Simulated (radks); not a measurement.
Spin polarisation of the 6p2 shell in Pb. Start: [Hg] 6p(up 1, down 1); electrons of 6p are moved from spin down to spin up, other shells keep equal spins. All-electron calculation, scalar-relativistic Kohn-Sham, SCAN, spin-polarised, spherical densities, finite nucleus; meta-GGA in the generalised Kohn-Sham scheme; Fermi nuclear charge, rms radius of each element as measured or else 0.836 A^(1/3) + 0.57 fm. Program: a radial shooting solver on a logarithmic mesh with Libxc functionals.

| moment (Bohr magnetons) | E - E(0) (eV) | e(6p up) (eV) | e(6p down) (eV) | 6s down minus up (eV) |
|---|---|---|---|---|
| 0 | 0.000 | -3.628 | -3.628 | 0.000 |
| 0.5 | -0.031 | -3.729 | -3.476 | 0.039 |
| 1 | -0.135 | -3.834 | -3.234 | 0.211 |
| 1.5 | -0.340 | -3.979 | -2.885 | 0.561 |

At moment 1.5 the spin-polarisation energy is -0.340 eV and the 6p exchange splitting 1.094 eV, that is 0.729 eV per Bohr magneton; E = -I m^2/4 would give I = 0.604 eV.
